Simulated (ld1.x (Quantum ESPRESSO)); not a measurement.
**What one change does to a pseudopotential (carbon, PAW)**

carbon (C), PAW, made with ld1.x (Quantum ESPRESSO) 7.5 (PBE, scalar-relativistic). Core [He], reference 2s2 2p1 (charge +1). Waves: 2s (bound): rcut 0.80, rcutus 1.00 bohr; 2s channel at 0.75 Ry: rcut 0.80, rcutus 1.00 bohr; 2p (bound): rcut 1.30, rcutus 1.70 bohr; 2p channel at -0.25 Ry: rcut 1.30, rcutus 1.70 bohr; 3d channel at 0.4 Ry: rcut 1.00, rcutus 1.25 bohr; 3d channel at 1.9 Ry: rcut 1.00, rcutus 1.25 bohr. Local part: all-electron potential smoothed inside 1.20 bohr (lloc = -1). Core correction: Bessel-smoothed model core inside 0.55 bohr. Augmentation charge: BESSEL, radius 0.90 bohr.

Change: waves 2p (bound): rcut 1.30, rcutus 2.12 bohr; 2p channel at -0.25 Ry: rcut 1.30, rcutus 2.12 bohr.

Cutoffs: the cutoffs (Ry, on a coarse ladder) from which the occupation-weighted sum of valence levels, in a spherical-Bessel basis at the reference potential, stays within 10 and 1 mRy of its value at 400 Ry; they do not see the model core or the augmentation charge, which bear on the density cutoff. Errors are all-electron minus pseudo energies relative to the spin-unpolarised reference configuration.

Q: Predict the effect on cutoff, ghosts and configuration errors.

A: The potential gets neither clearly harder nor softer (30 Ry and 40 Ry → 30 Ry and 40 Ry); the s channel sets the loose cutoff, while the largest relative change is in p, which becomes softer; of the 7 tests that both files solve, the error grows in 6 and shrinks in 1 by more than 15 % and 0.3 meV (median size 0.1 → 11.7 meV); neither file shows a bound ghost.

| quantity | base | changed |
| --- | --- | --- |
| cutoff, loose | 30 Ry | 30 Ry |
| cutoff, tight | 40 Ry | 40 Ry |
| loose cutoff by channel (10 mRy a level) | s 25 Ry, p 21 Ry | s 25 Ry, p 12 Ry |
| bound ghosts | none | none |
| error for 2s2 2p2, meV [ΔE -10.86 eV] | -0.1 | +12 |
| error for 2s2 2p0, meV [ΔE 24.16 eV] | -1.9 | +6.5 |
| error for 2s1 2p0, meV [ΔE 72.35 eV] | -14 | -6.7 |
| error for 2s1 2p3, meV [ΔE -2.38 eV] | 0.0 | +28 |
| error for 2s0 2p4, meV [ΔE 6.11 eV] | +1.4 | +18 |
| error for 2s2 2p2.3, meV [ΔE -12.02 eV] | -0.1 | +19 |
| error for 2s2 2p1.5, meV [ΔE -6.90 eV] | 0.0 | +2.8 |
| lowest overlap eigenvalue by channel | s 0.55, p 0.93, d 0.96 | s 0.55, p 0.63, d 0.96 |
